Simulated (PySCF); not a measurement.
In(F)(Br)(NH2) (BrFH₂InN), SMILES [Br][In]([NH2])[F].

Coordinates come from a PBE0-D3(BJ)/def2-SVP optimisation. The structure was generated by enumeration; whether it is a known compound was not checked. The def2 effective core potentials stand for the cores of In; spin–orbit coupling is left out. The values are those of a single conformer.

The numbers are results of HF/def2-TZVP (PySCF), not measurements.

The molecule is in vacuum.

### Question
Estimate the frontier levels, gap, dipole moment and polarisability. (Estimate from the structure and the level; the computed values follow.)

### Answer

```json
{
 "highest_occupied_level": "-11.39 eV",
 "lowest_empty_level": "0.89 eV",
 "orbital_gap": "12.27 eV",
 "dipole_moment": "0.688 e·Å",
 "quadrupole, principal values (traceless, Buckingham form, about the centre of nuclear charge)": "-10.93, -0.39, 11.32 D·Å",
 "mean_static_polarisability": "53.7 bohr³ (7.95 Å³)",
 "polarisability_principal_values": "40.6, 50.4, 70.0 bohr³"
}
```
